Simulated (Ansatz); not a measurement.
`CN([SiH3])CO` + H₂ → `CN(C)[SiH3]` + H₂O at 500 K and 1 bar (hydrogenolysis of a C–O bond).

Calculated with Ansatz (gas phase, PBE0-D4/def2-TZVP geometries, no zero-point term in ΔE). CCSD(T)/CBS is the MP2 limit (def2-TZVPP, def2-QZVPP) plus CCSD(T) − MP2 in def2-TZVPP, frozen cores. This one scheme is used for every species. One conformer a species, not always the lowest.

```json
{"species": "`CN([SiH3])CO`", "CCSD(T)/CBS energy (Eh)": "-500.47302", "H − E (kJ/mol)": "347.6", "S (J/(mol·K))": "427.1"}
{"species": "H₂", "CCSD(T)/CBS energy (Eh)": "-1.17544", "H − E (kJ/mol)": "41.0", "S (J/(mol·K))": "145.5"}
{"species": "`CN(C)[SiH3]`", "CCSD(T)/CBS energy (Eh)": "-425.29981", "H − E (kJ/mol)": "326.8", "S (J/(mol·K))": "392.0"}
{"species": "H₂O", "CCSD(T)/CBS energy (Eh)": "-76.37941", "H − E (kJ/mol)": "73.2", "S (J/(mol·K))": "206.3"}
```

H − E and S are ideal-gas, rigid-rotor, harmonic terms from PBE0-D4/def2-TZVP, for one conformer and one mirror image of each species. For small species the MP2-based limit differs from directly extrapolated CCSD(T) by up to some mEh (0.8 for H₂); such offsets cancel only in part. 1 Eh = 2625.50 kJ/mol, R = 8.31446 J/(mol·K).

Question: By hand: ΔE, ΔH, ΔS and ΔG.

Answer: ΔE = (-425.29981) + (-76.37941) − (-500.47302) − (-1.17544) = -0.03076 Eh = -80.8 kJ/mol. Δ(H − E) = 326.8 + 73.2 − 347.6 − 41.0 = 11.4, so ΔH = -69.4 kJ/mol. ΔS = 392.0 + 206.3 − 427.1 − 145.5 = 25.7 J/(mol·K). ΔG = -69.4 − 500 × (25.7)/1000 = -82.2 kJ/mol.

Question: By hand: the equilibrium constant, and the temperature at which ΔG would vanish if ΔH and ΔS stayed fixed.

Answer: log₁₀ K = −ΔG/(RT ln 10) = 8.6. ΔH and −TΔS have one sign here, so there is no such temperature.

ΔH outweighs TΔS. A doubt of 5 kJ/mol in ΔE shifts log₁₀ K by 0.5 here. Other conformers and mirror images would add mixing entropy, several J/(mol·K) or more a flexible species. These are equilibria of isolated gas molecules and say nothing of rates. Largest T1 diagnostic: 0.011 (customary marks: 0.02 for closed shells, 0.045 for open ones).
